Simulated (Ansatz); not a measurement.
```yaml
crystal:
  periodic: [false, false, false]
  atoms:
    - {symbol: C, position_ang: [-1.069783, 1.024463, -0.248936]}
    - {symbol: C, position_ang: [-0.569471, -0.405192, -0.394084]}
    - {symbol: Sn, position_ang: [1.369053, -0.715758, 0.483289]}
    - {symbol: H, position_ang: [-1.157422, 1.317680, 0.800556]}
    - {symbol: H, position_ang: [-0.397160, 1.739176, -0.730446]}
    - {symbol: H, position_ang: [-2.056849, 1.150118, -0.704498]}
    - {symbol: H, position_ang: [-1.255844, -1.111620, 0.079180]}
    - {symbol: H, position_ang: [-0.498184, -0.691609, -1.446231]}
    - {symbol: H, position_ang: [1.311151, -0.345802, 2.153066]}
    - {symbol: H, position_ang: [2.510788, 0.318135, -0.262284]}
    - {symbol: H, position_ang: [1.879117, -2.336593, 0.291090]}
basis:
  gaussian: {orbitals: def2-TZVP, point_charges: [{charge: 0.50, position_ang: [6.176, 0.739, 0.393]}]}
hamiltonian: {xc: {name: HF}}
correlation: {method: mp2, frozen_orbitals: {C: 9}}
```

```sh
$ ansatz run in.yaml --threads 4 --pin off --events-out ev --progress --plain --max-ram 10444MiB
```

Shortened log:

```
Functional definition: HF
Error: "frozen_orbitals" has no count for Sn
```

Task: Something in this input is off. What?

Result: Frozen orbitals are typed for one element alone, and the program wants a count for each. The input was rejected before any iteration.
